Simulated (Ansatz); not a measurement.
System: sum formula ZrH$_{3}$F (charge 0, singlet). 
Structure (B3LYP-D3(BJ)/def2-TZVP (Ansatz, a program for electronic structure) minimum search):
```xyz
5

Zr    -0.2836    -0.0072    -0.0719
F      1.5463     0.0394     0.3918
H     -1.2661     0.7171     1.3198
H     -0.7778    -1.7682    -0.3570
H     -0.5292     0.9855    -1.6149
```

Quantity: atomisation energy (electronic, to ground-state atoms), in eV. Valence correlation only, unless marked. UHF or UKS for open shells. No spin-orbit coupling. Frozen are the shells of the preceding noble gas and the d and f shells that filled before the atom's block. Past Kr the def2 sets carry scalar-relativistic core potentials. The coupled-cluster limit lacks core correlation, which all-electron functionals hold. Basis-set limits of correlation are two-point, X^-3; Hartree-Fock from the larger set.

```csv
level,program,atomisation energy (eV),minus last row
HF/def2-QZVPP,Ansatz,12.08,-4.11
BLYP-D4/def2-TZVPD,Ansatz + dftd4,16.50,0.31
revPBE-D3(BJ)/def2-TZVPD,Ansatz + dftd3,16.11,-0.08
r2SCAN-D3(BJ)/def2-TZVPD,Ansatz + dftd3,16.27,0.08
B97M-V/def2-TZVPD,Ansatz,16.50,0.31
PBE0-D4/def2-TZVP,Ansatz + dftd4,15.92,-0.27
LC-wPBE/def2-TZVPD,Ansatz,16.22,0.03
wB97X/def2-TZVPD,Ansatz,16.24,0.05
RI-MP2/def2-QZVPPD,Ansatz,16.15,-0.04
"CCSD(T)/CBS(def2-TZVPPD,def2-QZVPPD)",Ansatz,16.19,0.00
```
